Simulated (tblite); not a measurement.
Run record: nudged-elastic-band run, `C=CC(=O)CC(F)(F)F`.

Computed with GFN2-xTB (tblite), gas phase: nudged elastic band of 9 images (0 to 8), spring 0.2 eV/Å², climbing image at the end, force threshold 0.05 eV/Å. No saddle search or frequency run followed, so the top image need not be a first-order saddle, and its height can exceed the method's true barrier by a kcal/mol or more. A driver script takes a list of jobs; this job's settings line and coordinates (Å) are shown. «atoms» counts from 0 and names the dihedral (C3–C5–C6–F7 when counted from 1); «turn» is the rotation in degrees that makes the guess of the end point.

Command:
```bash
OMP_NUM_THREADS=1 python probes_run.py task.json out
```

Input:
```
{"job": {"kind": "neb", "xc": "GFN2-xTB", "basis": "xTB", "atoms": [2, 4, 5, 6], "turn": 120}, "charge": 0, "multiplicity": 1}
C      2.437228     0.667366    -0.113495
C      1.258294     0.363514     0.420016
C      0.442406    -0.727795    -0.138482
O      0.817673    -1.476980    -1.003430
C     -0.959738    -0.874590     0.471294
C     -1.865638     0.278433     0.083431
F     -1.487981     1.446128     0.628482
F     -3.126981     0.068045     0.493466
F     -1.919227     0.475117    -1.237651
H      2.804895     0.112305    -0.962064
H      3.056309     1.460764     0.268330
H      0.859454     0.906653     1.263337
H     -0.902583    -0.906369     1.560693
H     -1.414788    -1.793065     0.094563
```

Output:
```
image   E - E0 / eV
  0       0.0000
  1       0.0120
  2       0.0357
  3       0.0588
  4       0.0687
  5       0.0588
  6       0.0338
  7       0.0089
  8       0.0000
```

**Question.** Read off the barriers.

**Answer.** The highest image is 4: 0.069 eV (1.58 kcal/mol) above the start and 0.069 eV (1.58 kcal/mol) above the end. The band met its force threshold.

**Question.** Which dihedral does each image have?

**Answer.** 0: -68°, 1: -53°, 2: -38°, 3: -23°, 4: -7°, 5: 8°, 6: 24°, 7: 39°, 8: 53°.

**Question.** Give the geometry of the highest image and of the end point.

**Answer.** 
Image 4:
```
atom  x, y, z in Å
C1      2.436    0.707    0.092
C2      1.232    0.338    0.515
C3      0.469   -0.693   -0.208
O4      0.905   -1.342   -1.123
C5     -0.960   -0.916    0.309
C6     -1.870    0.274    0.028
F7     -1.228    1.340   -0.473
F8     -2.485    0.708    1.142
F9     -2.839   -0.024   -0.845
H10     2.856    0.252   -0.790
H11     3.024    1.454    0.596
H12     0.770    0.782    1.385
H13    -0.936   -1.083    1.387
H14    -1.375   -1.796   -0.188
```

Image 8:
```
atom  x, y, z in Å
C1      2.421    0.731    0.290
C2      1.210    0.292    0.622
C3      0.489   -0.647   -0.252
O4      0.968   -1.166   -1.228
C5     -0.960   -0.943    0.162
C6     -1.853    0.268   -0.035
F7     -1.781    0.769   -1.272
F8     -1.561    1.275    0.803
F9     -3.143   -0.035    0.183
H10     2.885    0.394   -0.623
H11     2.970    1.424    0.903
H12     0.717    0.618    1.525
H13    -1.010   -1.231    1.214
H14    -1.352   -1.748   -0.463
```

On an Arm Neoverse V2 with one thread, no GPU, shared host with 96 logical CPUs at a one-minute load of 57, this took 1.8 s wall and 0.19 GiB of memory at its peak.
